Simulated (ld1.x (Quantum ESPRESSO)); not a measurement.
Reading a pseudo-wave (lead (Pb))

Columns: radius, all-electron u(r) and pseudo u(r) of the 5d shell (level -49.69 eV) of lead in the configuration [Kr] 4d10 4f14 5s2 5p6 5d10 6s1 6p0; LDA (PZ), scalar-relativistic, TM semilocal scheme, ld1.x (Quantum ESPRESSO) 7.5.

| r (bohr) | all-electron | pseudo |
| --- | --- | --- |
| 0.080 | 0.3170 | 0.0019 |
| 0.160 | 0.1364 | 0.0151 |
| 0.240 | -0.3117 | 0.0490 |
| 0.320 | -0.5022 | 0.1094 |
| 0.400 | -0.4074 | 0.1979 |
| 0.480 | -0.1567 | 0.3110 |
| 0.560 | 0.1378 | 0.4413 |
| 0.640 | 0.4108 | 0.5782 |
| 0.720 | 0.6330 | 0.7097 |
| 0.800 | 0.7968 | 0.8242 |
| 0.880 | 0.9057 | 0.9123 |
| 0.960 | 0.9680 | 0.9687 |
| 1.040 | 0.9932 | 0.9932 |
| 1.120 | 0.9903 | 0.9903 |
| 1.200 | 0.9670 | 0.9670 |
| 1.280 | 0.9296 | 0.9296 |
| 1.360 | 0.8828 | 0.8828 |
| 1.440 | 0.8304 | 0.8304 |
| 1.520 | 0.7751 | 0.7751 |
| 1.600 | 0.7190 | 0.7190 |
| 1.680 | 0.6634 | 0.6634 |
| 1.760 | 0.6094 | 0.6094 |
| 1.840 | 0.5577 | 0.5577 |
| 1.920 | 0.5086 | 0.5086 |
| 2.000 | 0.4625 | 0.4625 |
| 2.080 | 0.4196 | 0.4196 |

How many radial nodes do the two functions have?

The all-electron 5d function has n − l − 1 = 2; the pseudo-wave has 0, since the states of the same l below it are removed with the core.

At about which radius was the pseudo-wave matched?

1.10 bohr, where the columns begin to agree (steps of 0.08 bohr).

Is the pseudo-wave norm-conserving?

Yes: the TM semilocal scheme keeps the norm inside the radius equal to the all-electron one, which fixes the energy derivative of the logarithmic derivative at the level.
